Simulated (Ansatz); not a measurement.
Program: Ansatz. Geometries: PBE0-D4/def2-TZVP. ΔE: electronic, gas phase. CCSD(T)/CBS is the MP2 limit (def2-TZVPP, def2-QZVPP) plus CCSD(T) − MP2 in def2-TZVPP, frozen cores. This one scheme is used for every species. Functionals use def2-TZVPP. B3LYP here is the variant with VWN-RPA as its local correlation; programs differ in this. HSE06 is defined as in plane-wave codes. One conformer a species, not always the lowest.

Consider the formal exchange of groups at a B–O bond: `COBCl` + `CBF` → `CB(F)BCl` + CH₃OH.

```csv
level,ΔE (kJ/mol),difference from CCSD(T)/CBS
LDA (SPW92),179.5,5.8
PBE-D4,167.2,-6.5
revPBE-D4,164.1,-9.6
BLYP-D4,175.0,1.3
r2SCAN-D4,177.2,3.5
B97M-V,177.1,3.4
PBE0-D4,169.0,-4.7
r2SCANh-D4,177.2,3.5
r2SCAN0-D4,177.4,3.7
HSE06-D4,169.2,-4.5
BHLYP-D4,180.2,6.5
CAM-B3LYP-D4,181.6,7.9
ωB97X-V,173.6,-0.1
ωB97M-V,178.8,5.1
B2PLYP,180.9,7.2
PBE-QIDH,176.3,2.6
PBE,168.3,-5.4
revPBE,164.1,-9.6
BLYP,176.7,3.0
r2SCAN,177.5,3.8
PBE0,170.1,-3.6
B3LYP,178.4,4.7
r2SCANh,177.6,3.9
r2SCAN0,177.8,4.1
HSE06,170.2,-3.5
BHLYP,182.1,8.4
CAM-B3LYP,182.8,9.1
LC-ωPBE,172.6,-1.1
RPA@PBE/def2-TZVPP,172.6,-1.1
HF/def2-SVP,193.7,20.0
MP2/def2-SVP,201.4,27.7
CCSD/def2-SVP,192.8,19.1
CCSD(T)/def2-SVP,193.9,20.2
MP2/def2-TZVPP,182.5,8.8
SCS-MP2/def2-TZVPP,181.5,7.8
CCSD/def2-TZVPP,175.8,2.1
CCSD(T)/def2-TZVPP,176.1,2.4
HF/def2-QZVPP,184.5,10.8
MP2/def2-QZVPP,181.4,7.7
MP2/CBS(def2),180.1,6.4
CCSD(T)/CBS,173.7,0
```

Largest T1 diagnostic among the species: 0.013.

From BLYP to BHLYP (50 % exact exchange), in def2-TZVPP and without D4, ΔE moves by +5.4 kJ/mol. Leaving LDA and LC-ωPBE aside and taking each functional with its dispersion term where it has one, the values spread over 17.5 kJ/mol, from revPBE-D4 to CAM-B3LYP-D4. LDA lies +11.2 kJ/mol from PBE without D4.
